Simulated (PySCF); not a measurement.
Members of one family of related compounds. Method used: TDDFT CAM-B3LYP/def2-SVPD, vertical, gas phase, core orbitals frozen in the response, def2 core potentials past Kr (PySCF 2.14.0, density-fitted response routines). Geometries: PBE0-D3(BJ)/def2-SVP; one conformer of each isolated species. Triplets are in the Tamm–Dancoff approximation. Atoms past krypton carry core potentials; spin–orbit coupling is left out.

Problem. Rank by computed LUMO energy, lowest first.
A. ZrEtCl3, `C[CH2][Zr]([Cl])([Cl])[Cl]`
B. ZrPhCl3, `[Cl][Zr]([Cl])([Cl])[c]1ccccc1`
C. Zr(NEt2)Cl3, `CC[N](CC)[Zr]([Cl])([Cl])[Cl]`
D. Zr(OiPr)Cl3, `CC(C)[O][Zr]([Cl])([Cl])[Cl]`

Solution. B (-1.56 eV), A (-1.20 eV), C (-1.02 eV), D (-0.80 eV).

```json
{"SMILES": "[Cl][Zr]([Cl])([Cl])[c]1ccccc1", "LUMO (eV)": "-1.56", "first f ≥ 0.01 (nm)": "264", "α (au)": "153.6", "T1 (eV)": "3.63", "HOMO (eV)": "-9.02", "S1 mainly": "H-2→L (94%)"}
{"SMILES": "C[CH2][Zr]([Cl])([Cl])[Cl]", "LUMO (eV)": "-1.20", "first f ≥ 0.01 (nm)": "192", "α (au)": "107.9", "T1 (eV)": "3.75", "HOMO (eV)": "-9.34", "S1 mainly": "H→L (96%)"}
{"SMILES": "CC[N](CC)[Zr]([Cl])([Cl])[Cl]", "LUMO (eV)": "-1.02", "first f ≥ 0.01 (nm)": "272", "α (au)": "139.3", "T1 (eV)": "3.79", "HOMO (eV)": "-8.66", "S1 mainly": "H→L (96%)"}
{"SMILES": "CC(C)[O][Zr]([Cl])([Cl])[Cl]", "LUMO (eV)": "-0.80", "first f ≥ 0.01 (nm)": "196", "α (au)": "123.1", "T1 (eV)": "5.86", "HOMO (eV)": "-10.41", "S1 mainly": "H→L (34%)"}
```

H and L stand for HOMO and LUMO.
